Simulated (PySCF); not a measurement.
**Structure from 2D NMR**

Compound of formula C₆H₁₀O₂Si. Correlations simulated from computed shifts and the bond graph:

HSQC (one-bond C–H):
| δH | δC |
| --- | --- |
| 6.95 | 131.8 |
| 5.60 | 89.6 |
| 4.08 | 56.2 |
| 0.34 | -9.0 |

COSY cross peaks (H two or three bonds apart, from the bond graph; peaks can be absent where the dihedral angle is near 90°):
| δH | δH |
| --- | --- |
| 6.95 | 5.60 |
| 4.74 | 0.34 |

HMBC (two and three bonds, from the bond graph):
| δH | δC |
| --- | --- |
| 6.95 | 173.3, 142.9, 89.6 |
| 5.60 | 173.3, 142.9, 131.8 |
| 4.74 | 142.9, 131.8, -9.0 |
| 4.08 | 173.3 |
| 0.34 | 142.9 |

Carbons without hydrogens: δ 173.3, 142.9.

[PySCF: NMR shieldings at PBE0/pcSseg-1/GIAO; structure optimised with GFN2-xTB; non-relativistic; averaged over atoms made equivalent by symmetry, fast rotation or ring inversion; a single conformation; no solvent]

Scale: 1H (σ = 31.72 ppm) and 13C (σ = 186.93 ppm) vs TMS (reference shieldings calculated alike).

Exchangeable hydrogens are left out of these lists.

Question: Assemble the structure.

Answer: `COc1ccc([SiH2]C)o1`.

Numbering as in the mapped SMILES `[CH3:1][O:2][c:3]1[cH:4][cH:5][c:6]([SiH2:7][CH3:8])[o:9]1`. Hydrogens are named by the atom that carries them.

- δC 173.3 is C3, an aromatic carbon bearing oxygen.
- δC 142.9 is C6, a substituted aromatic carbon next to the ring oxygen.
- δC 131.8 is C5, an aromatic CH (δH 6.95).
- δC 89.6 is C4, an aromatic CH (δH 5.60).
- δC 56.2 is C1, a methyl carbon bonded to O (δH 4.08).
- δC -9.0 is C8, a methyl carbon bonded to Si (δH 0.34).
- HMBC from δH 6.95 reaches the proton-free carbons C3, C6.
- HMBC from δH 5.60 reaches the proton-free carbons C3, C6.
- HMBC from δH 4.74 reaches the proton-free carbon C6.
- HMBC from δH 4.08 reaches the proton-free carbon C3.
- COSY links 6.95–5.60, 4.74–0.34.

The data come from this structure; uniqueness wasn't tested.

Shifts are as computed. Against solution values, carbons near 30 ppm lie about +3 ppm off and those near 130 ppm about +5 ppm. Of 1211 compounds with measured shifts, 218 miss one by over three times the rms of a fit or turn the order of signals round; such compounds aren't used in these exercises.
